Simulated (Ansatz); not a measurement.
Cost and result for the atomization energy of `CC(C)OB(O)Cl` (15 atoms, 14 bonds).

Cartesian coordinates in Å:
```
C 0.701 1.291 -0.654
C -0.287 0.167 -0.431
C -0.376 -0.780 -1.605
O 0.121 -0.600 0.706
B -0.242 -0.356 1.981
O 0.230 -1.127 2.989
Cl -1.347 0.957 2.428
H 0.734 1.955 0.211
H 0.412 1.882 -1.526
H 1.702 0.888 -0.825
H -1.276 0.589 -0.224
H 0.601 -1.224 -1.812
H -0.708 -0.245 -2.497
H -1.085 -1.584 -1.401
H 0.820 -1.812 2.660
```

The species carries charge 0 and has multiplicity 1. The structure was optimised at the PBE0-D4/def2-TZVP level. It is one conformer, not always the lowest. Program: Ansatz. All runs use 2 threads of an AMD EPYC 7R13 on a shared host and a share of an NVIDIA H100 80 GB. Times are those of one run each, without the atoms' runs, and a repeat can differ threefold. Electronic energies, without spin–orbit coupling; frozen cores. CCSD(T)/CBS adds CCSD(T) − MP2 in def2-TZVPP to the MP2 limit, and its time is that of the two runs behind it. T1 = 0.011. B3LYP takes the VWN-RPA correlation (the form of Gaussian; ORCA's B3LYP/G).

CCSD(T)/CBS is a level of theory with its own doubt, some kJ/mol a heavy atom from the limit and from the frozen cores, so smaller differences don't rank the functionals.

```
                             level  functions  wall time  atomization (kJ/mol)  difference from CCSD(T)/CBS  per bond
 B3LYP-D4/def2-TZVPP (with forces)        340      3.6 s                6169.4                         -6.9      -0.5
                 B2PLYP/def2-TZVPP        340      4.2 s                6119.2                        -57.1      -4.1
   PBE-D4/def2-TZVPP (with forces)        340      4.3 s                6316.7                        140.4      10.0
                    MP2/def2-QZVPP        652        5 s                6252.5                         76.2       5.4
r2SCAN-D4/def2-TZVPP (with forces)        340      5.5 s                6212.5                         36.2       2.6
                ωB97X-V/def2-TZVPP        340        6 s                6184.9                          8.6       0.6
  ωB97M-V/def2-TZVPP (with forces)        340      6.5 s                6206.2                         29.9       2.1
                PBE0-D4/def2-TZVPP        340      6.5 s                6209.5                         33.2       2.4
                CCSD(T)/def2-TZVPP        340       13 s                6032.4                       -143.9     -10.3
                 CCSD(T)/CBS(def2)          –       18 s                6176.3                          0.0       0.0
```

From PBE to PBE0 (25 % exact exchange), in def2-TZVPP and without D4, the atomization energy moves by −102.3 kJ/mol: exact exchange takes away binding that semilocal exchange gives to molecules. In def2-TZVPP, CCSD(T) changes the Hartree–Fock value by +1432.9 kJ/mol (the triples alone add +89.3 kJ/mol) and MP2 by +1568.5 kJ/mol; breaking electron pairs costs correlation energy, which Hartree–Fock lacks. The D4 term adds +51.5 kJ/mol with B3LYP and +27.6 kJ/mol with PBE0; it sums over pairs of atoms, weighted by their polarisabilities, and B3LYP, whose exchange is more repulsive, gets the larger term.
